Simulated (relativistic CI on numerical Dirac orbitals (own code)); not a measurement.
Sensitivity of the levels of Zr7+ to α and to the nuclear radius

These numbers are calculated, not measured: Dirac-Coulomb-Breit CI, KLI orbitals optimised for each configuration, derivatives by finite differences, unscaled Slater integrals, QED left out (own radial code, finite nucleus).

Configurations in the expansion (outside the closed core [Ar] 3d10): 4s²4p³, 4s4p⁴, 4p⁵, 4s²4p²4d, 4s4p³4d, 4s²4p²4f, 4s²4p4d², 4s²4d³, 4s4p4d³, 4s²4d²4f. Double excitations out of closed p, d and f shells are left out; levels of such configurations are missing from the list, as are those of other unlisted configurations, and high levels can miss mixing partners.

With x = (α/α₀)² − 1 an excitation energy changes as ω = ω₀ + qx; K = 2q/ω₀ is the relative enhancement. Terms are leading LS components, so labels can repeat. The field-shift factor is F = δν/δ⟨r²⟩ for the transition from the lowest level.

Lowest level 4s²4p³ ⁴S°3/2.

```csv
Level,ω₀ (cm⁻¹),q (cm⁻¹),K,F (GHz/fm²)
4s²4p³ ²D°3/2,25442,-798.7,-0.0628,0.0166
4s²4p³ ²D°5/2,31091,6798,0.437,-0.0281
4s²4p³ ²P°1/2,49211,7160,0.291,-0.326
4s²4p³ ²P°3/2,57855,21350,0.738,-0.487
4s4p⁴ ⁴P5/2,195884,16460,0.168,-18.8
4s4p⁴ ⁴P3/2,205814,27290,0.265,-18.8
4s4p⁴ ⁴P1/2,209664,29640,0.283,-18.8
4s4p⁴ ²D3/2,245549,21540,0.175,-16.4
4s4p⁴ ²D5/2,248266,26490,0.213,-16.7
4s4p⁴ ²S1/2,282460,20580,0.146,-15.5
4s4p⁴ ²P3/2,284626,18690,0.131,-10.4
4s²4p²4d ²P1/2,299920,35190,0.235,-11.9
4s²4p²4d ⁴F3/2,308460,-353.5,-0.00229,1.22
4s²4p²4d ⁴F5/2,312486,3817,0.0244,1.3
4s²4p²4d ⁴F7/2,318618,11370,0.0714,1.26
4s²4p²4d ²F5/2,323365,5624,0.0348,1.31
4s²4p²4d ⁴F9/2,325447,17470,0.107,1.2
4s²4p²4d ⁴D1/2,325799,11030,0.0677,0.746
4s²4p²4d ⁴D3/2,326835,11330,0.0693,0.968
4s²4p²4d ⁴D7/2,327188,10410,0.0636,1.28
4s²4p²4d ⁴D5/2,332236,15960,0.0961,1.15
4s²4p²4d ²F7/2,342737,25950,0.151,1.12
4s²4p²4d ²G7/2,357683,16510,0.0923,1.25
```

At this charge configurations can still be misplaced by up to about 7 % of their energy.
